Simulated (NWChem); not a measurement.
System meant: ZrN2H3Cl; SMILES [NH]=[Zr]([NH2])[Cl]

Here is an NWChem input.

```
start job
memory heap 200 mb stack 900 mb global 1100 mb
geometry units angstroms noautoz
  Zr    -0.059183     0.116695     0.142546
  N     -1.401603     0.990462     0.974388
  H     -2.206629     1.334804     1.491541
  Cl    -0.101200    -2.293154    -0.084611
  N      1.660492     1.068136     0.656013
  H      2.600619     0.708613     0.488537
  H      1.742324     1.893286     1.245671
end
basis spherical
  Zr library def2-svp
  N library def2-svp
  H library def2-svp
  Cl library def2-svp
end
ecp
  Zr library def2-ecp
end
dft
  odft
  mult 2
  xc b3lyp
  iterations 150
  mulliken
end
task dft energy
```

End of the output:

```
 ==============================================================================
                                 internuclear angles
 ------------------------------------------------------------------------------
        center 1       |       center 2       |       center 3       |  degrees
 ------------------------------------------------------------------------------
    2 N                |   1 Zr               |   4 Cl               |   120.81
    2 N                |   1 Zr               |   5 N                |   106.64
    4 Cl               |   1 Zr               |   5 N                |   120.31
    1 Zr               |   2 N                |   3 H                |   170.80
    1 Zr               |   5 N                |   6 H                |   124.99
    1 Zr               |   5 N                |   7 H                |   126.47
    6 H                |   5 N                |   7 H                |   107.86
 ------------------------------------------------------------------------------
                            number of included internuclear angles:          7
 ==============================================================================

 Summary of "ao basis" -> "" (spherical)
 ------------------------------------------------------------------------------
       Tag                 Description            Shells   Functions and Types
 ---------------- ------------------------------  ------  ---------------------
 Zr                         def2-svp                11       31   5s3p2d1f
 N                          def2-svp                 6       14   3s2p1d
 H                          def2-svp                 3        5   2s1p
 Cl                         def2-svp                 8       18   4s3p1d

                                 NWChem DFT Module
                                 -----------------

 Summary of "ao basis" -> "ao basis" (spherical)
 ------------------------------------------------------------------------------
       Tag                 Description            Shells   Functions and Types
 ---------------- ------------------------------  ------  ---------------------
 Zr                         def2-svp                11       31   5s3p2d1f
 N                          def2-svp                 6       14   3s2p1d
 H                          def2-svp                 3        5   2s1p
 Cl                         def2-svp                 8       18   4s3p1d

  number of electrons :                   46
  multiplicity        :                    2
 ------------------------------------------------------------------------
  no. of electrons and multiplicity not compatible                  46
 ------------------------------------------------------------------------
 ------------------------------------------------------------------------
  current input line :
    28: task dft energy
 ------------------------------------------------------------------------
 ------------------------------------------------------------------------
 There is an error in the input file
 ------------------------------------------------------------------------
 For more information see the NWChem manual at https://nwchemgit.github.io

0: no. of electrons and multiplicity not compatible:Received an Error in Communication
```

Task: Can this run be used? If not, why, and what is the fix?

Result: The program refused the input. Cause: the multiplicity doesn't fit the number of electrons (an even count wants an odd multiplicity, and the reverse). This input runs:
```
start job
memory heap 200 mb stack 900 mb global 1100 mb
geometry units angstroms noautoz
  Zr    -0.059183     0.116695     0.142546
  N     -1.401603     0.990462     0.974388
  H     -2.206629     1.334804     1.491541
  Cl    -0.101200    -2.293154    -0.084611
  N      1.660492     1.068136     0.656013
  H      2.600619     0.708613     0.488537
  H      1.742324     1.893286     1.245671
end
basis spherical
  * library def2-svp
end
ecp
  Zr library def2-ecp
end
dft
  xc b3lyp
  iterations 150
  mulliken
end
task dft energy
```
It converges to -618.47725 Ha (B3LYP/def2-SVP with def2 effective core potentials on Zr).
